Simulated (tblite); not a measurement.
Input of a run (GFN2-xTB geometry optimisation, gas phase (tblite 0.8.0)), started from a force field or distance geometry:
```
{"job": {"kind": "relax", "xc": "GFN2-xTB", "basis": "xTB"}, "charge": 0, "multiplicity": 1}
C      2.941300     0.038900     0.573700
O      1.659600    -0.356900     0.062900
C      0.863300     0.756200    -0.250900
C     -0.485600     0.270400    -0.769800
O     -0.870600     0.504800    -1.900100
C     -1.288400    -0.587600     0.195900
F     -1.125200    -0.168800     1.489200
C     -2.751400    -0.581100    -0.167800
F     -3.382700    -1.574100     0.533200
Cl    -3.557300     0.962800     0.219900
H      3.509000    -0.857500     0.805300
H      2.808800     0.624700     1.492600
H      3.469600     0.624800    -0.167300
H      0.691300     1.392800     0.620500
H      1.329300     1.360600    -1.040000
H     -0.895100    -1.607200     0.159200
H     -2.923000    -0.790700    -1.229600
```

Output (eV, eV/Å):
```
step      E/eV     max force
  0    -989.94042    1.426
  1    -989.96440    1.871
  2    -989.98629    0.256
  3    -989.98998    0.203
  4    -989.99669    0.132
  5    -989.99869    0.138
  6    -990.00115    0.095
  7    -990.00252    0.077
  8    -990.00364    0.080
  9    -990.00452    0.075
 10    -990.00544    0.065
 11    -990.00638    0.077
 12    -990.00745    0.080
 13    -990.00865    0.088
 14    -990.00988    0.083
 15    -990.01091    0.064
 16    -990.01165    0.064
 17    -990.01220    0.050
 18    -990.01268    0.051
 19    -990.01311    0.052
 20    -990.01352    0.048
 21    -990.01393    0.055
 22    -990.01441    0.053
 23    -990.01496    0.058
 24    -990.01551    0.067
 25    -990.01601    0.061
 26    -990.01644    0.047
 27    -990.01688    0.049
 28    -990.01738    0.065
 29    -990.01795    0.078
 30    -990.01853    0.070
 31    -990.01911    0.064
 32    -990.01971    0.072
 33    -990.02036    0.072
 34    -990.02111    0.093
 35    -990.02198    0.090
 36    -990.02298    0.089
 37    -990.02410    0.117
 38    -990.02522    0.096
 39    -990.02616    0.070
 40    -990.02686    0.058
 41    -990.02744    0.064
 42    -990.02801    0.076
 43    -990.02859    0.070
 44    -990.02919    0.060
 45    -990.02984    0.072
 46    -990.03060    0.083
 47    -990.03146    0.064
 48    -990.03233    0.069
 49    -990.03306    0.079
 50    -990.03361    0.060
 51    -990.03403    0.042
 52    -990.03438    0.052
 53    -990.03472    0.046
 54    -990.03505    0.061
 55    -990.03527    0.050
 56    -990.03556    0.049
 57    -990.03576    0.038
 58    -990.03604    0.043
 59    -990.03617    0.037
 60    -990.03633    0.029
 61    -990.03642    0.023
 62    -990.03651    0.027
 63    -990.03660    0.023
 64    -990.03667    0.021
 65    -990.03672    0.018
 66    -990.03676    0.017
 67    -990.03680    0.015
 68    -990.03683    0.014
 69    -990.03685    0.012
 70    -990.03687    0.014
 71    -990.03689    0.015
 72    -990.03692    0.013
 73    -990.03694    0.013
 74    -990.03697    0.013
 75    -990.03699    0.012
 76    -990.03702    0.012
 77    -990.03705    0.013
 78    -990.03708    0.013
 79    -990.03710    0.012
 80    -990.03712    0.013
 81    -990.03715    0.017
 82    -990.03720    0.021
 83    -990.03724    0.017
 84    -990.03729    0.015
 85    -990.03733    0.016
 86    -990.03739    0.017
 87    -990.03745    0.017
 88    -990.03750    0.016
 89    -990.03753    0.014
 90    -990.03755    0.011
 91    -990.03756    0.010
```

Summarise the run.

The energy falls by 9.4 kJ/mol over 91 L-BFGS steps, the largest force on an atom goes from 1.43 to 0.010 eV/Å, and the atoms move by 0.252 Å rms after alignment. The bond that changes most is C1–O2 (methoxy carbon to ether oxygen), which shortens by 0.027 Å. Bonds longer at the end by more than 0.005 Å: 5 of 16; shorter: 5. Among the angles that change most is C6–C8–H17, from 112.6° to 110.1°. Among the dihedrals that turn most is O2–C3–C4–O5, from -117° to -138°. The energy never rose by more than 1e-5 eV on the way. The first step brought 25 % of the lowering.

What are the final bond lengths?

C1–O2 1.408 Å, O2–C3 1.403 Å, C3–C4 1.511 Å, C4=O5 1.199 Å, C4–C6 1.535 Å, C6–F7 1.367 Å, C6–C8 1.530 Å, C8–F9 1.357 Å, C8–Cl10 1.779 Å, C1–H11 1.087 Å, C1–H12 1.095 Å, C1–H13 1.096 Å, C3–H14 1.105 Å, C3–H15 1.100 Å, C6–H16 1.101 Å, C8–H17 1.097 Å. Numbering counts from 1 in the input's order; the species is `COCC(=O)[C@@H](F)[C@@H](F)Cl`.

Its GFN2-xTB frequencies are all real (lowest 30 cm⁻¹). The numbers are those of one conformer.

These are computed values.
